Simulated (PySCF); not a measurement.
A PySCF script (with the pyscf-properties extension) for the NMR shieldings of `CC/C(=C/C[SiH3])CCF`, C7H15FSi, on a GFN2-xTB geometry:

```python
import basis_set_exchange as bse
import numpy as np
from pyscf import gto, dft
from pyscf.prop import nmr

atoms = """
C    -2.902897   -1.069683    0.030194
C    -1.828937   -0.375372   -0.810147
C    -0.566657   -0.156651   -0.016162
C     0.453164   -1.004945   -0.106241
C     1.763022   -0.937518    0.596065
Si    3.179698   -0.515638   -0.614924
C    -0.569195    1.056256    0.876221
C     0.062996    2.248648    0.165316
F     0.038602    3.359085    0.978287
H    -2.548363   -2.044447    0.357306
H    -3.811702   -1.206935   -0.551459
H    -3.144248   -0.481143    0.912302
H    -1.613600   -0.990766   -1.685535
H    -2.213252    0.586094   -1.158759
H     0.354047   -1.848814   -0.778259
H     1.740134   -0.209333    1.405510
H     1.976889   -1.911168    1.043044
H     2.900622    0.764059   -1.269855
H     3.274712   -1.566139   -1.629495
H     4.429690   -0.434273    0.141852
H    -0.016993    0.868797    1.799149
H    -1.593893    1.318946    1.146215
H     1.112315    2.058008   -0.079576
H    -0.487890    2.512697   -0.743494
"""
names = dict.fromkeys(["C", "Si", "F", "H"], "pcSseg-1")
basis = {el: gto.basis.parse(bse.get_basis(n, elements=[el], fmt="nwchem")) for el, n in names.items()}
mol = gto.M(atom=atoms, basis=basis, charge=0, verbose=0)
mf = dft.RKS(mol, xc="PBE0")
mf.grids.level = 2
mf.grids.alignment = dft.numint.BLKSIZE   # the property module wants whole blocks of grid points
mf.conv_tol = 1e-9
mf.kernel()

calc = nmr.RKS(mf)   # GIAO
C = mf.mo_coeff
Co = C[:, mf.mo_occ > 0]
resp = mf.gen_response(singlet=True, hermi=2)
def vind(x):   # induced exchange potential for any number of trial vectors
    d = np.einsum("pi,xij,qj->xpq", C, 2 * x.reshape(-1, C.shape[1], Co.shape[1]), Co, optimize=True)
    return np.einsum("xpq,pi,qj->xij", resp(d - d.transpose(0, 2, 1)), C, Co, optimize=True).ravel()
mo1, _ = nmr.rhf.solve_mo1(calc, with_cphf=vind)
sigma = calc.kernel(mo1)
for i, s in enumerate(sigma):   # ppm
    print("%2d %-2s %9.2f" % (i, mol.atom_pure_symbol(i), np.trace(s) / 3))
```

**Question.** What does it print?

**Answer.** 
```
 0 C     168.75
 1 C     150.02
 2 C      44.93
 3 C      54.38
 4 C     172.84
 5 Si    416.91
 6 C     151.38
 7 C     102.60
 8 F     408.76
 9 H      30.91
10 H      30.53
11 H      30.42
12 H      29.70
13 H      29.81
14 H      26.02
15 H      29.74
16 H      30.14
17 H      28.13
18 H      27.82
19 H      27.61
20 H      28.85
21 H      29.29
22 H      27.12
23 H      27.20
```

These numbers come from an equivalent density-fitted implementation of the same equations, which agrees with the script to about 0.01 ppm for H and up to a few tenths of a ppm for heavy atoms, so last digits may differ.

**Question.** Turn these shieldings into chemical shifts. Scale: $^{13}$C (186.93 ppm) and $^{29}$Si (349.16 ppm) and $^{1}$H (31.72 ppm) vs TMS; $^{19}$F (170.95 ppm) vs CFCl3 (reference shieldings calculated alike).

**Answer.** Averaging equivalent atoms: C 2: 142.0; C 3: 132.5; C 7: 84.3; C 1: 36.9; C 6: 35.5; C 0: 18.2; C 4: 14.1; Si 5: -67.8; F 8: -237.8; H 14: 5.69; H 22/23: 4.55; H 17/18/19: 3.87; H 20/21: 2.65; H 12/13: 1.96; H 15/16: 1.78; H 9/10/11: 1.10 ppm. Unscaled 19F shifts against computed CFCl3 carry errors that often reach 10 to 50 ppm.

Size and cost of the density-fitted run: 235 basis functions, 2.5 min wall time on 1 thread of an Intel Xeon, shared host; peak memory 1.1 GiB.
